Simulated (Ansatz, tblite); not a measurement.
Cost and result up the ladder for `FC(F)(F)c1ccc(-c2ccc(-c3ccc(-c4ccc(C(F)(F)F)cc4)cc3)cc2)cc1` (48 atoms). The state is a singlet with charge 0. Geometry: r2SCAN-D4/def2-SVP.

Ansatz on 2 threads of AMD EPYC 7R13 on a shared host and a share (18 GiB) of an NVIDIA H100 80GB HBM3; xTB runs through tblite on one thread. Times are rough, summed over both states, and most runs start from the orbitals of an earlier one. PBE0-D4/def2-TZVP serves as the yardstick here, not as an exact answer. The other state is a triplet.

The xTB rows come from tblite. Single mean-field runs in def2-TZVP are fitted with def2-universal-jkfit.

xTB has no spin-polarisation term.

```tsv
level	functions	wall time	vertical triplet (eV)	difference from PBE0-D4/def2-TZVP (eV)
GFN2-xTB	144	0.23 s	2.90	-0.27
GFN1-xTB	160	0.25 s	2.87	-0.29
PBE-D4/def2-TZVP	1088	27 s	2.79	-0.37
PBE0-D4/def2-TZVP	1088	38 s	3.16	0.00
```
